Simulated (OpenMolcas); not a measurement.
**Levels of Os II by method**

```yaml
Program: OpenMolcas 26.06
Basis: ANO-RCC-VTZP [8s7p5d3f2g1h]
Scalar_Hamiltonian: DKH2, point nucleus
Active_space: 7 electrons in 6 orbitals (5d 6s)
State_averaging: 2S+1 = 6 even, 6 roots; 2S+1 = 4 even, 67 roots kept (CI in the orbitals of an earlier block); 2S+1 = 2 even, 93 roots kept (CI in the orbitals of an earlier block)
Spin-orbit_coupling: RASSI with atomic mean-field integrals over the reference wave functions, term energies averaged over their components
```

Methods on the same reference wave functions:
A. CASSCF
B. SS-CASPT2, IPEA 0.25 Eh, imaginary shift 0.1 Eh (closed shells correlated: 5s 5p)
C. MS-CASPT2, IPEA 0.25 Eh, imaginary shift 0.1 Eh (closed shells correlated: 5s 5p)
D. XMS-CASPT2, IPEA 0.25 Eh, imaginary shift 0.1 Eh (closed shells correlated: 5s 5p)

Energies in cm⁻¹ above 5d⁶ 6s ⁶D_9/2, the measured ground level; measured values from NIST Handbook of Basic Atomic Spectroscopic Data.

| Level | A | B | C | D | Measured |
| --- | --- | --- | --- | --- | --- |
| 5d⁶ 6s ⁶D_9/2 | 0.0 | 0.0 | 0.0 | 0.0 | 0.0 |
| 5d⁶ 6s ⁶D_7/2 | 3502 | 3660 | 3500 | 3510 | 3593 |
| 5d⁶ 6s ⁶D_5/2 [50 %] | 4776 | 4070 | 4160 | 5140 |  |
| 5d⁶ 6s ⁶D_3/2 | 6226 | 5870 | 5840 | 5950 | 5592 |
| 5d⁶ 6s ⁶D_1/2 | 7165 | 7000 | 6980 | 7060 | 6637 |
| 5d⁷ ⁴F_9/2 [71 %] | 15041 | 10420 | 8060 | 7890 |  |
| 5d⁷ ⁴F_5/2 [62 %] | 20089 | 15560 | 15000 | 15100 |  |
| 5d⁶ 6s ⁴H_13/2 | 21953 | 20220 | 19860 | 20610 |  |
| 5d⁶ 6s ⁴P_1/2(1) [66 %] | 22456 | 18560 | 16400 | 16160 |  |
| 5d⁶ 6s ⁴D_1/2(1) [58 %] | 24466 | 19740 | 19140 | 19560 |  |
| 5d⁶ 6s ⁴D_1/2(2) [64 %] | 30602 | 26200 | 25920 | 25720 |  |

Deviations, from unrounded energies. A percentage is the sum of absolute deviations over the sum of measured energies, with the sign that they share, or ± where signs differ.

```
                  Against measurement  Levels     A     B     C     D
       mean absolute deviation (cm-1)       3   420   240   230   290
fine structure of the ground term (%)       3  ±7.9  +4.5  ±4.4  ±5.5
```

B, C lie about equally close to measurement and A furthest from it. The largest miss of C in the table is 5d⁶ 6s ⁶D_1/2, by +340 cm-1. The ranking rests on the paired levels alone, and a cruder setting can come out closer through cancelling errors.

Among B to D the level of the table that moves most is 5d⁷ ⁴F_9/2 [71 %], by 2500 cm-1 (lowest in D, highest in B). Moves below CASPT2's spread within the term are not significant.

The mean deviations of B to D differ by less than CASPT2's widest spread within a term (1100 cm-1), so their order carries little weight.

From A to B the spin-free energies of the other terms of 5d⁶ 6s shown, above ⁶D, scale by factors of 0.68 to 0.89.

The lowest spin-free term lies below A's lowest term by 0.396 hartree in B, 0.396 hartree in C, 0.402 hartree in D.

CASPT2 does not keep the components of a term degenerate, so their means are used; among the terms shown or strongly mixed into the levels shown the widest spread is 1100 cm-1 (5d⁶ 6s ⁴H, D). Over all roots computed the reference weight is 0.87 to 0.92 in D; the roots of lowest weight are the least certain, and an intruder state may touch them. Terms from blocks run as CI alone lack orbitals of their own. Configurations are named by rounded mean occupations; where the s occupation lies near a half they are strongly mixed, a name can repeat and a true partner stay unpaired. A single d shell beside an s shell can misplace configurations of different d count against each other. The CASPT2 spread within a term exceeds the gap to the next term for 5d⁷ ⁴F and 5d⁶ 6s ⁴P(1), so the order of their levels is uncertain, and so are names and mixing where such terms share a J (figures for B; the like holds for C, D). Without dynamic correlation excited terms often stand tens of per cent too high (terms of higher spin than the ground term too low), and those without a measured partner can miss by more than the paired ones (holds for A). Blocks of more than 70 roots (2S+1 = 2 even) ran without multistate coupling (holds for C). Computed and measured levels are paired by configuration, term and J; levels that our copy of the source lacks, or whose pairing is in doubt (as where it misses far off the trend of its configuration), stay unpaired and out of the deviations. Only configurations of the active space appear. Levels that lie high or do not pair safely by name in every column are left out.

A share in square brackets marks a mixed level and gives the weight of the term that names it, the lowest over the columns. A number in round brackets counts repeated terms of one configuration in the order of the reference energies.
